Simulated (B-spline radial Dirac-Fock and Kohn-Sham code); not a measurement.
## Binding energies of Ag¹⁴⁺ at several levels of theory

System: silver as Ag¹⁴⁺, configuration [Ar] 3d10 4s2 4p3.

The density-functional columns are spherical, spin-unpolarised Dirac-Kohn-Sham results without Breit or QED terms: −ε is minus the orbital energy of the initial state and ΔSCF the difference of two total energies. The reference in the last column comes from Dirac-Fock ΔSCF + Breit + QED. All numbers are from a radial atomic solver, in eV; a selection of levels is shown. The Kohn-Sham columns are given as differences from the reference. For the 1s level of heavy atoms much of the gap between ΔSCF and the reference is the Breit and QED part, -78.5 eV here; for other levels the error of the functional can be larger.

| level | LDA −ε − DF | LDA ΔSCF − DF | Dirac-Fock |
| --- | --- | --- | --- |
| K | -253.0 | +70.4 | 25872.6 |
| L1 | -111.9 | -46.2 | 4168.5 |
| L3 | -87.0 | -11.6 | 3708.2 |
| M1 | -58.0 | -30.3 | 1061.1 |
| M3 | -46.2 | -18.5 | 914.2 |
| M4 | -29.2 | +0.5 | 714.1 |
| M5 | -29.4 | +0.1 | 707.9 |
| N1 | -12.9 | +0.8 | 392.7 |
| N2,3 | -11.1 | +2.1 | 349.1 |

Values without a named source are computed, but for edge energies of neutral atoms, which are taken from tables.
